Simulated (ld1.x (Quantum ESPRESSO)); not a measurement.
# Transferability test, TM potential for nitrogen (N)

| Property | Result |
| --- | --- |
| Element | N |
| Generator | ld1.x (Quantum ESPRESSO) 7.5 |
| Type | norm-conserving Troullier–Martins (Kleinman–Bylander form) |
| Functional | PBE |
| Relativity | non-relativistic |
| Frozen core | [He] |
| Valence charge | 5 |
| Reference configuration | 2s2 2p1 (charge +2) |
| Partial waves | 2s (bound): rc 0.60 bohr; 2p (bound): rc 1.05 bohr |
| Local potential | the p channel |
| Core correction | Bessel-smoothed model core inside 0.55 bohr |

Energies are relative to the spin-unpolarised reference configuration 2s2 2p1; without spin polarisation the order of configurations can differ from experiment.

(1) Give the all-electron excitation energy and the error of the potential for: 2s2 2p3; 2s2 2p2; 2s2 2p0; 2s1 2p3; 2s1 2p4; 2s2 2p2.5; 2s2 2p3.3.

Levels in the configuration 2s1 2p3:

| level | all-electron (eV) | pseudo (eV) |
| --- | --- | --- |
| 2s | -32.543 | -32.495 |
| 2p | -20.788 | -20.821 |

## Answers

(1)

| valence configuration | charge | ΔE all-electron (eV) | error AE − PS (meV) |
| --- | --- | --- | --- |
| 2s2 2p3 | 0 | -42.456 | +45 |
| 2s2 2p2 | +1 | -28.859 | +23 |
| 2s2 2p0 | +3 | 47.085 | +74 |
| 2s1 2p3 | +1 | -17.111 | +79 |
| 2s1 2p4 | 0 | -30.978 | +98 |
| 2s2 2p2.5 | +0.5 | -37.360 | +36 |
| 2s2 2p3.3 | -0.3 | -44.076 | +47 |
